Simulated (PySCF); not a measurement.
C2H4ClNSi, SMILES C(#N)C[SiH2]Cl. The structure is a stationary point at B3LYP-D3(BJ)/def2-SVP. The structure was generated by enumeration, and PubChem lists no compound with its InChIKey, so it may never have been made. Other conformers were not sampled.

Computed equilibrium geometry at B3LYP-D3(BJ)/def2-SVP (PySCF confirms it by a frequency run) as bond lengths and angles (one conformer of several):
Atoms: N1 C2 C3 Si4 Cl5 H6 H7 H8 H9. Bonded distances (Å): N1–C2 1.159, C2–C3 1.454, C3–Si4 1.903, C3–H6 1.103, C3–H7 1.104, Si4–Cl5 2.070, Si4–H8 1.485, Si4–H9 1.483. Bond angles (°): N1–C2–C3 177.9, C2–C3–Si4 113.2, C2–C3–H6 109.9, C2–C3–H7 109.7, Si4–C3–H6 108.6, Si4–C3–H7 108.1, H6–C3–H7 107.2, C3–Si4–Cl5 108.7, C3–Si4–H8 107.8, C3–Si4–H9 110.0, Cl5–Si4–H8 109.4, Cl5–Si4–H9 109.5, H8–Si4–H9 111.4.
